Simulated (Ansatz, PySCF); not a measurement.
Gas-phase reaction (SMILES): C[Si](C)(C)Cl + F (HF) → C[Si](C)(C)F + Cl (HCl); hydrogen fluoride cleaves one Si-Cl bond, a model of a ligand-exchange step.

Structures are relaxed separately at B3LYP-D3(BJ)/def2-TZVP in Ansatz (a first-principles code). Valence correlation only, unless marked. Spin-orbit coupling is left out. No relativistic terms. Basis-set limits of correlation are two-point, X^-3; Hartree-Fock from the larger set. Thermal terms are rigid-rotor harmonic-oscillator values from B3LYP-D3(BJ) frequencies (Ansatz or PySCF) at 298.15 K and 1 atm. 1 Eh = 627.5095 kcal/mol.

| species | E, CCSD(T)/CBS(cc-pV(T+d)Z,cc-pV(Q+d)Z) (Ansatz) (Eh) | E, wB97X-V/def2-TZVPD (Ansatz) (Eh) | H - E (Eh) |
|---|---|---|---|
| C[Si](C)(C)Cl | -868.52181 | -869.45006 | 0.12176 |
| F (HF) | -100.39146 | -100.45520 | 0.01259 |
| C[Si](C)(C)F | -508.54862 | -509.17032 | 0.12234 |
| Cl (HCl) | -460.37849 | -460.74931 | 0.01000 |

### Question
Work out ΔE and ΔH at 298.15 K at the first level, then ΔH at the second.

### Answer

1. ΔE = [(-508.54862) + (-460.37849)] - [(-868.52181) + (-100.39146)] = -0.01384 Eh = -8.7 kcal/mol at CCSD(T)/CBS(cc-pV(T+d)Z,cc-pV(Q+d)Z).
2. The terms H - E add up to -0.00201 Eh, so ΔH = (-0.01384 + (-0.00201))×627.5095 = -9.9 kcal/mol.
3. At wB97X-V/def2-TZVPD the same steps give ΔE = -9.0 and ΔH = -10.3 kcal/mol, a shift of -0.4 from the first level.
4. These values are not checked against measurement here, since the tables used lack a sound gas-phase enthalpy of formation for at least one species.
